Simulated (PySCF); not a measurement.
## Calculated data, GeH₇NOSi, CH₆Ge₂O

Computed with PySCF 2.14.0. Calculation on a computer-drawn molecule: optimised geometry and harmonic frequencies of an isolated molecule of the commonest isotopes, restricted reference for singlets and unrestricted otherwise, frozen core in MP2; on germanium a core potential holds 10 electrons, which the energies leave out, and 3d is frozen in MP2 and coupled-cluster steps.

Common to all runs: charge 0; multiplicity 1; method HF; basis and core potential on germanium cc-pVDZ-PP ECP10MDF.

```json
{"entry": 1, "formula": "GeH7NOSi", "start_structure": {"atoms_angstrom": [["O", 0.7543, 1.2488, 2.9913], ["Ge", 0.5645, 0.4967, 1.3328], ["N", 1.3543, 1.7716, 0.1008], ["Si", 0.9116, 1.7786, -1.5842], ["H", 0.4422, 2.1559, 3.0606], ["H", 1.3854, -0.7018, 1.5969], ["H", -0.9226, 0.3971, 1.0243], ["H", 2.1868, 2.0591, 0.3684], ["H", 1.4028, 0.7143, -2.2762], ["H", 1.4936, 3.0575, -1.955], ["H", -0.5798, 1.8365, -1.6273]]}, "given": {"basis": "cc-pV(D+d)Z", "drawn_bonds_atom": [1, 2, 3, 1, 2, 2, 3, 4, 4, 4], "drawn_bonds_other_atom": [2, 3, 4, 5, 6, 7, 8, 9, 10, 11], "drawn_bonds_order": [1, 1, 1, 1, 1, 1, 1, 1, 1, 1]}, "results": {"optimised_atom_element": ["O", "Ge", "N", "Si", "H", "H", "H", "H", "H", "H", "H"], "optimised_atom_x [angstrom]": [0.6227, 0.6157, 1.488, 0.888, 0.2649, 1.368, -0.8142, 2.481, 1.436, 1.228, -0.5844], "optimised_atom_y [angstrom]": [1.575, 0.5017, 1.282, 1.899, 2.439, -0.7268, 0.2226, 1.37, 1.169, 3.331, 1.751], "optimised_atom_z [angstrom]": [2.868, 1.451, 0.04051, -1.457, 2.721, 1.939, 0.9984, 0.1842, -2.627, -1.64, -1.445], "modes_frequency [cm^-1]": [42.04, 49.51, 193.2, 200.0, 263.6, 415.2, 532.6, 594.4, 734.1, 746.2, 773.7, 842.1, 886.9, 924.8, 954.9, 977.6, 1020, 1049, 1082, 1300, 2261, 2282, 2285, 2300, 2321, 3765, 4157], "modes_reduced_mass [dalton]": [2.421, 1.331, 1.507, 3.854, 2.004, 1.264, 2.164, 1.391, 4.013, 1.27, 1.214, 1.404, 1.326, 1.245, 1.27, 1.439, 1.052, 1.066, 1.072, 1.307, 1.022, 1.049, 1.018, 1.041, 1.028, 1.075, 1.067], "rotational_constants [GHz]": [9.649, 1.587, 1.481], "total_energy [hartree]": -715.7563, "convergence_status_largest_gradient_component [hartree/bohr]": 9.04e-07}}
{"entry": 2, "formula": "CH6Ge2O", "start_structure": {"atoms_angstrom": [["O", 1.7989, -0.183, 0.399], ["Ge", 0.896, -1.2057, 1.4057], ["C", -0.4748, -2.1682, 0.6972], ["Ge", -1.5479, -1.2366, -0.6782], ["H", 2.6939, 0.0646, 0.5857], ["H", 1.9745, -1.8433, 2.4379], ["H", -1.1009, -2.7218, 1.4009], ["H", -0.7258, -0.5888, -1.6648], ["H", -2.3896, -2.3525, -1.3788], ["H", -2.5042, -0.1801, -0.1475]]}, "given": {"basis": "cc-pVDZ", "drawn_bonds_atom": [1, 2, 3, 1, 2, 3, 4, 4, 4], "drawn_bonds_other_atom": [2, 3, 4, 5, 6, 7, 8, 9, 10], "drawn_bonds_order": [1, 2, 1, 1, 1, 1, 1, 1, 1]}, "results": {"optimised_atom_element": ["O", "Ge", "C", "Ge", "H", "H", "H", "H", "H", "H"], "optimised_atom_x [angstrom]": [1.977, 1.037, -0.6073, -1.639, 2.853, 1.868, -1.067, -0.8126, -2.066, -2.923], "optimised_atom_y [angstrom]": [-0.2719, -1.387, -1.836, -1.235, -0.09261, -1.847, -2.532, -0.2656, -2.425, -0.5244], "optimised_atom_z [angstrom]": [0.2807, 1.267, 0.8516, -0.6665, 0.5877, 2.454, 1.547, -1.516, -1.542, -0.2071], "modes_frequency [cm^-1]": [86.17, 101.3, 165.4, 200.7, 245.5, 480.1, 513.0, 631.9, 687.6, 688.6, 762.8, 827.2, 915.6, 958.9, 963.3, 972.3, 991.7, 1217, 2179, 2202, 2235, 2278, 3318, 4167], "modes_reduced_mass [dalton]": [1.101, 7.023, 4.787, 1.088, 8.28, 1.082, 1.993, 1.03, 1.554, 1.213, 11.08, 1.14, 1.211, 1.02, 1.135, 1.122, 1.336, 1.896, 1.023, 1.02, 1.015, 1.02, 1.086, 1.068], "rotational_constants [GHz]": [7.916, 1.031, 0.9228], "total_energy [hartree]": -702.9268, "convergence_status_largest_gradient_component [hartree/bohr]": 2.399e-05}}
```
